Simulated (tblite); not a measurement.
Input of a run (GFN2-xTB geometry optimisation, gas phase (tblite 0.8.0)), started from a force field or distance geometry:
```
{"job": {"kind": "relax", "xc": "GFN2-xTB", "basis": "xTB"}, "charge": 0, "multiplicity": 1}
C      2.895100    -0.148400     0.161000
C      1.461600     0.291800     0.514400
N      0.474400    -0.264100    -0.409200
N      0.625400     0.354100    -1.733500
C     -0.957800    -0.158000     0.049000
C     -1.164800    -0.989800     1.327200
C     -1.410500     1.294800     0.314400
C     -1.887200    -0.775100    -1.020100
H      2.966100    -1.239400     0.096800
H      3.211000     0.282300    -0.785300
H      3.583500     0.189900     0.932000
H      1.284600    -0.085900     1.539600
H      1.416000     1.383700     0.579100
H      1.440500    -0.045200    -2.212200
H      0.763600     1.365700    -1.673400
H     -0.777100    -2.007100     1.221000
H     -0.669100    -0.536800     2.203100
H     -2.225500    -1.076200     1.581500
H     -2.464300     1.319400     0.630400
H     -0.826800     1.755600     1.130600
H     -1.322600     1.931400    -0.566500
H     -1.592400    -1.803100    -1.265300
H     -2.922300    -0.812000    -0.651400
H     -1.913000    -0.208000    -1.955400
```

Output (eV, eV/Å):
```
step      E/eV     max force
  0    -729.68107    1.181
  1    -729.74276    0.472
  2    -729.76735    0.412
  3    -729.78964    0.497
  4    -729.81341    0.497
  5    -729.82739    0.353
  6    -729.83495    0.216
  7    -729.83889    0.123
  8    -729.84125    0.105
  9    -729.84369    0.147
 10    -729.84676    0.191
 11    -729.85026    0.184
 12    -729.85341    0.121
 13    -729.85582    0.090
 14    -729.85775    0.090
 15    -729.85925    0.082
 16    -729.86023    0.071
 17    -729.86092    0.069
 18    -729.86159    0.086
 19    -729.86237    0.086
 20    -729.86313    0.061
 21    -729.86370    0.048
 22    -729.86415    0.056
 23    -729.86465    0.051
 24    -729.86522    0.052
 25    -729.86582    0.055
 26    -729.86636    0.049
 27    -729.86685    0.058
 28    -729.86727    0.051
 29    -729.86760    0.039
 30    -729.86788    0.036
 31    -729.86817    0.053
 32    -729.86853    0.058
 33    -729.86889    0.041
 34    -729.86915    0.033
 35    -729.86932    0.027
 36    -729.86946    0.029
 37    -729.86959    0.025
 38    -729.86968    0.018
 39    -729.86975    0.017
 40    -729.86982    0.023
 41    -729.86991    0.025
 42    -729.87002    0.020
 43    -729.87012    0.023
 44    -729.87023    0.025
 45    -729.87037    0.030
 46    -729.87056    0.030
 47    -729.87076    0.028
 48    -729.87093    0.029
 49    -729.87108    0.026
 50    -729.87119    0.025
 51    -729.87128    0.020
 52    -729.87135    0.019
 53    -729.87140    0.018
 54    -729.87147    0.018
 55    -729.87154    0.017
 56    -729.87160    0.019
 57    -729.87166    0.016
 58    -729.87171    0.017
 59    -729.87175    0.019
 60    -729.87180    0.018
 61    -729.87184    0.019
 62    -729.87188    0.020
 63    -729.87193    0.016
 64    -729.87199    0.018
 65    -729.87206    0.021
 66    -729.87213    0.021
 67    -729.87219    0.017
 68    -729.87224    0.014
 69    -729.87227    0.012
 70    -729.87230    0.012
 71    -729.87232    0.012
 72    -729.87235    0.012
 73    -729.87238    0.015
 74    -729.87241    0.014
 75    -729.87244    0.012
 76    -729.87247    0.013
 77    -729.87251    0.016
 78    -729.87256    0.017
 79    -729.87261    0.016
 80    -729.87264    0.011
 81    -729.87267    0.015
 82    -729.87269    0.014
 83    -729.87271    0.011
 84    -729.87273    0.009
```

Task: Summarise the run.

Result: The energy falls by 4.4 kcal/mol over 84 L-BFGS steps, the largest force on an atom goes from 1.18 to 0.009 eV/Å, and the atoms move by 0.121 Å rms after alignment. The bond that changes most is N3–N4 (both ends hydrazine nitrogen), which shortens by 0.052 Å. Bonds longer at the end by more than 0.005 Å: 1 of 23; shorter: 18. Among the angles that change most is C5–C8–H24, from 113.5° to 110.2°. The energy never rose by more than 1e-5 eV on the way. The first step brought 32 % of the lowering.

Task: What are the final bond lengths?

Result: C1–C2 1.528 Å, C2–N3 1.454 Å, N3–N4 1.417 Å, N3–C5 1.472 Å, C5–C6 1.533 Å, C5–C7 1.537 Å, C5–C8 1.532 Å, C1–H9 1.087 Å, C1–H10 1.088 Å, C1–H11 1.087 Å, C2–H12 1.088 Å, C2–H13 1.107 Å, N4–H14 1.015 Å, N4–H15 1.025 Å, C6–H16 1.087 Å, C6–H17 1.087 Å, C6–H18 1.087 Å, C7–H19 1.087 Å, C7–H20 1.088 Å, C7–H21 1.087 Å, C8–H22 1.086 Å, C8–H23 1.087 Å, C8–H24 1.085 Å. Numbering counts from 1 in the input's order; the species is `CCN(N)C(C)(C)C`.

Its GFN2-xTB frequencies are all real (lowest 54 cm⁻¹). One conformer, not necessarily the lowest.

Conformer computed: `[CH3:1][CH2:2][N:3]([NH2:4])[C:5]([CH3:6])([CH3:7])[CH3:8]`: C1–C2–N3–N4 -71°, C2–N3–C5–C6 -61°, H–N4–N3–C2 78°, H–N4–N3–C2 -41°.
